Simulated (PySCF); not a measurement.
**Structure elucidation problem**

An unknown has the formula C7H8O2Si. Its calculated NMR data are:

1H NMR (400 MHz, computed): δ 6.98 (m, 1H), 6.71 (d, 1H), 6.06 (d, 1H), 4.01 (t, 3H), 2.08 (q, 2H).

13C{1H} NMR (computed): δ 188.3, 185.4, 152.7, 146.2, 136.5, 131.8, 20.3.

Computed data (PySCF 2.14.0 with density-fitted response routines): structure optimised with GFN2-xTB, σ from GIAO-PBE0/pcSseg-1. Relativity neglected, a single conformation, in vacuum, equivalent nuclei averaged.

Referencing at the same level of theory: TMS for 1H and 13C.

Which candidate is it?
A. O=C1C=CC=C(C[SiH3])C1=O
B. C=C=C(C#CC)[SiH2]C(=O)O
C. C[C@@H]1[SiH2]C(=O)[C@H]1C#CC=O
D. C=C(C=O)[SiH2]c1ccco1
E. O=Cc1ccccc1O[SiH3]
F. C=c1oc(=C)c(C=O)c1[SiH3]

Results:

A. 

- Rings plus π bonds: 5 (1 ring in the answer).
- 7 carbon signals for 7 carbons: no two carbons are equivalent.
- Carbon types of the structure: 3 × C, 3 × CH, 1 × CH2, leaving 3 H on heteroatoms.
- δC 188.3, 185.4: ketone carbonyl carbon; low-lying n→π* states of the double bond to the heteroatom give a large paramagnetic term (-253 ppm).
- δC 152.7, 131.8: α carbon of a C=C–C=O unit; as expected for a trigonal carbon in a double bond.
- δC 146.2, 136.5: β carbon of a C=C–C=O unit; conjugation with the carbonyl draws π density from the β position.
- δH 6.06: hydrogen on an α carbon of a C=C–C=O unit; olefinic region.
- δH 2.08: hydrogen on an allylic sp3 CH2 bonded to Si; allylic position.

The others: C=c1oc(=C)c(C=O)c1[SiH3] would give 6 signals for carbon-bound and other non-exchanging H, not 5; C=C(C=O)[SiH2]c1ccco1 would give 7 signals for carbon-bound and other non-exchanging H, not 5; C=C=C(C#CC)[SiH2]C(=O)O would give 3 signals for carbon-bound and other non-exchanging H, not 5; O=Cc1ccccc1O[SiH3] would give 6 signals for carbon-bound and other non-exchanging H, not 5; C[C@@H]1[SiH2]C(=O)[C@H]1C#CC=O would give 6 signals for carbon-bound and other non-exchanging H, not 5.

Shifts are as computed. Against solution values, carbons near 30 ppm lie about +3 ppm off and those near 130 ppm about +5 ppm. Of 1211 compounds with measured shifts, 218 miss one by over three times the rms of a fit or turn the order of signals round; such compounds aren't used in these exercises. Multiplicities follow the n + 1 count of equivalent neighbours, as no J values were calculated; m marks all less simple cases, F and P coupling included.
